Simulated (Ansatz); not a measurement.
Reaction (hydrogenolysis of the Si–C bond): `C[SiH2][NH][SnH3]` + H₂ → `[SiH3][NH][SnH3]` + CH₄

Calculated with Ansatz (gas phase, PBE0-D4/def2-TZVP geometries, no zero-point term in ΔE). CCSD(T)/CBS is the MP2 limit (def2-TZVPP, def2-QZVPP) plus CCSD(T) − MP2 in def2-TZVPP, frozen cores. This one scheme is used for every species. DFT in def2-TZVPP. B3LYP here is the variant with VWN-RPA as its local correlation; programs differ in this. Elements past krypton have def2 core potentials. For Sn outer-core shells are correlated without core-valence functions, which leaves a few kJ/mol of doubt a bond. One conformer a species, not always the lowest.

```json
{"level": "PBE-D4", "ΔE (kJ/mol)": "-19.6", "difference from CCSD(T)/CBS": "1.0"}
{"level": "r2SCAN-D4", "ΔE (kJ/mol)": "-20.2", "difference from CCSD(T)/CBS": "0.4"}
{"level": "PBE0-D4", "ΔE (kJ/mol)": "-22.2", "difference from CCSD(T)/CBS": "-1.6"}
{"level": "ωB97X-V", "ΔE (kJ/mol)": "-24.3", "difference from CCSD(T)/CBS": "-3.7"}
{"level": "ωB97M-V", "ΔE (kJ/mol)": "-21.6", "difference from CCSD(T)/CBS": "-1.0"}
{"level": "B2PLYP", "ΔE (kJ/mol)": "-30.0", "difference from CCSD(T)/CBS": "-9.4"}
{"level": "r2SCAN", "ΔE (kJ/mol)": "-22.2", "difference from CCSD(T)/CBS": "-1.6"}
{"level": "PBE0", "ΔE (kJ/mol)": "-28.5", "difference from CCSD(T)/CBS": "-7.9"}
{"level": "B3LYP", "ΔE (kJ/mol)": "-36.0", "difference from CCSD(T)/CBS": "-15.4"}
{"level": "HF/def2-TZVPP", "ΔE (kJ/mol)": "-48.1", "difference from CCSD(T)/CBS": "-27.5"}
{"level": "SCS-MP2/def2-TZVPP", "ΔE (kJ/mol)": "-25.5", "difference from CCSD(T)/CBS": "-4.9"}
{"level": "CCSD/def2-TZVPP", "ΔE (kJ/mol)": "-28.0", "difference from CCSD(T)/CBS": "-7.4"}
{"level": "CCSD(T)/def2-TZVPP", "ΔE (kJ/mol)": "-23.7", "difference from CCSD(T)/CBS": "-3.1"}
{"level": "MP2/def2-QZVPP", "ΔE (kJ/mol)": "-16.7", "difference from CCSD(T)/CBS": "3.9"}
{"level": "SCS-MP2/def2-QZVPP", "ΔE (kJ/mol)": "-23.7", "difference from CCSD(T)/CBS": "-3.1"}
{"level": "HF/CBS(def2)", "ΔE (kJ/mol)": "-47.8", "difference from CCSD(T)/CBS": "-27.2"}
{"level": "CCSD(T)/CBS", "ΔE (kJ/mol)": "-20.6", "difference from CCSD(T)/CBS": "0"}
```

Largest T1 diagnostic among the species: 0.012.

In def2-TZVPP, CCSD(T) changes the Hartree–Fock value by +24.4 kJ/mol (the triples alone add +4.3 kJ/mol) and MP2 by +29.5 kJ/mol. The D4 term adds +11.3 kJ/mol with B3LYP and +6.3 kJ/mol with PBE0; it sums over pairs of atoms, weighted by their polarisabilities, and B3LYP, whose exchange is more repulsive, gets the larger term.
